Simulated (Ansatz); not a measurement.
CHO2 (SMILES O=C=[OH+]) moved off its minimum; all values from Ansatz (a program for electronic structure), cores frozen in correlated methods.
(charge 1, multiplicity 1)
```xyz
4

O      1.14210    -0.20458    -0.12552
C      0.08266    -0.00505    -0.02005
O     -1.15049    -0.00911     0.22243
H     -1.66067     0.58821    -0.38321
```

```
level                largest force (eV/Å)  on atom  rms difference from CCSD(T)/aug-cc-pVTZ (eV/Å)  dipole (D)
-------------------  --------------------  -------  ----------------------------------------------  ----------
HF/def2-TZVPP                        4.19       C2                                           1.956           -
PBE/def2-TZVPP                       8.18       C2                                           0.356           -
r2SCAN/def2-TZVPP                    7.58       C2                                           0.306           -
B3LYP/def2-TZVPP                     6.91       C2                                           0.417           -
wB97M-V/def2-TZVPP                   6.63       C2                                           0.486           -
MP2/aug-cc-pVTZ                      8.34       C2                                           0.355           -
CCSD(T)/aug-cc-pVTZ                  7.38       C2                                           0.000           -
```

The differences count from one level among others, with limits of its own. Forces at CCSD(T)/aug-cc-pVTZ (eV/Å):

```
atom      Fx      Fy      Fz
----  ------  ------  ------
O1     6.439  -0.736  -0.711
C2    -7.299   0.215   1.093
O3     0.948   0.682  -0.647
H4    -0.088  -0.161   0.265
```
